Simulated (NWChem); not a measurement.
## Correlation energy of HSb

SMILES: [SbH]
```xyz
2

Sb     0.0000     0.0000     0.0332
H      0.0000     0.0000    -1.6917
```
Charge 0, spin multiplicity 3.

Program: NWChem. Structure: optimised with UPBE0/def2-SVP with def2 effective core potentials on Sb, a minimum by its harmonic frequencies.

Basis set: def2-SVP. Each correlation energy counts from its own Hartree-Fock reference.

Effective core potentials replace the inner electrons of Sb; spin-orbit coupling is left out. The correlated methods keep 4 core orbitals frozen. This spin state was chosen for the runs; another may lie lower. The structure started from a generated list of species. The unpaired electrons of the parent sit in orbitals of symmetry b1 and b2 (C2v labels of the run); other states weren't searched. No SCF solution was tested for a lower state. Open-shell Hartree-Fock references start from PBE0 orbitals. Coupled-cluster values serve here as a point of comparison, not as the truth.

**Question.** Order these methods by the correlation energy they give, lowest first: CCSD[T] on ROHF, UMP2, CCSD(T) on UHF, CCSD on ROHF, CCSD on UHF, SCS-UMP2.

**Answer.** CCSD[T] on ROHF (-110.8 mHa), CCSD on ROHF (-108.4 mHa), CCSD(T) on UHF (-105.6 mHa), CCSD on UHF (-103.4 mHa), UMP2 (-85.1 mHa), SCS-UMP2 (-83.9 mHa)
